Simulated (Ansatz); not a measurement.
**Relaxing a trial structure of ClSi2Zn+**

The starting geometry of this gas-phase singlet was optimised with GFN2-xTB.

```xyz
4

Cl   -0.3517   -1.2354   -1.2474
Si    1.0415    0.7410    0.1697
Si   -1.2533    0.5374   -0.3560
Zn    0.0206   -0.9404    1.6199
```

Question: Predict what it relaxes into with B3LYP-D3(BJ)/def2-SVP.

Answer: A new bond forms, giving a structure with Cl1 bridging Si2 and Si3, given below by its coordinates. Distances that change by over a tenth: Si3–Zn4 (2.78 → 3.35 Å). Contacts that close: Cl1–Si2 (2.80 → 2.35 Å).

The energy falls by 0.51 eV over 8 steps:

```
step  E − E(last) (eV)
   1             0.506
   2             0.252
   3             0.080
   4             0.020
   5             0.001
   6             0.001
   7             0.000
   8             0.000
```

Final geometry (Å):

```xyz
4

Cl   -0.1845   -0.9760   -1.5206
Si    0.9503    0.4054    0.0086
Si   -1.4400    0.5687   -0.4347
Zn    0.1313   -0.8955    2.1330
```

Frequencies at the end are all real (lowest 51 cm⁻¹). Run with Ansatz 0.2.0, 42 s on 1 thread of Intel(R) Xeon(R) Platinum 8259CL CPU @ 2.50GHz (Skylake/Cascade Lake), on a shared host.
